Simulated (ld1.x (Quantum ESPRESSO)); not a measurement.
Si, ultrasoft: configuration errors across variants

- Element: silicon (Si)
- Generator: ld1.x (Quantum ESPRESSO) 7.5
- Type: ultrasoft
- Functional: PBE
- Relativity: non-relativistic
- Frozen core: [Ne]
- Valence charge: 4
- Reference configuration: 3s2 3p0 (charge +2)
- Partial waves: 3s (bound): rcut 1.50, rcutus 1.90 bohr; 3s channel at 0.9 Ry: rcut 1.50, rcutus 1.90 bohr; 3p (bound, empty): rcut 1.40, rcutus 1.70 bohr; 3p channel at -0.95 Ry: rcut 1.40, rcutus 1.70 bohr
- Local potential: all-electron potential smoothed inside 1.70 bohr (lloc = -2)
- Core correction: none
- Augmentation charge: PSQ, radius 1.40 bohr

All-electron excitation energies from the reference (eV): (1) 3s2 3p2 -23.756; (2) 3s2 3p1 -16.005; (3) 3s1 3p0 33.902; (4) 3s2 3p1.5 -20.829; (5) 3s1 3p2 -8.637; (6) 3s2 3p2.3 -24.689; (7) 3s0 3p4 -10.092.

Errors AE − PS in meV (a dash: test not solved or not reliable):

```tsv
change	(1)	(2)	(3)	(4)	(5)	(6)	(7)	bound ghosts
base	-8.8	-2.5	+38	-5.6	+3.2	-10	+13	none
core correction a·sin(br)/r model core inside 0.74 bohr	+1.2	+0.3	-6.8	+0.8	+2.5	+1.4	+5.9	none
core correction a·sin(br)/r model core inside 0.86 bohr	+1.7	+0.6	-6.0	+1.1	+2.7	+1.9	+6.3	none
core correction a·sin(br)/r model core inside 1.10 bohr	+4.3	+1.9	+5.1	+3.3	+3.6	+4.7	+9.3	none
core correction a·sin(br)/r model core inside 1.26 bohr	+9.1	+4.4	+28	+7.2	+4.7	+9.8	+12	none
core correction a·sin(br)/r model core inside 1.50 bohr	-1.4	-0.6	+6.3	-1.1	+5.6	-1.5	+16	none
core correction a·sin(br)/r model core inside 1.60 bohr	-4.8	-1.9	+8.1	-3.5	+4.5	-5.3	+15	none
core correction a·sin(br)/r model core inside 1.98 bohr	-12	-4.2	+25	-8.1	+1.8	-14	+10	none
```

Give the same row for: core correction a·sin(br)/r model core inside 1.86 bohr.

-11, -4.0, +20, -7.5, +2.3, -12, +12; bound ghosts: none.
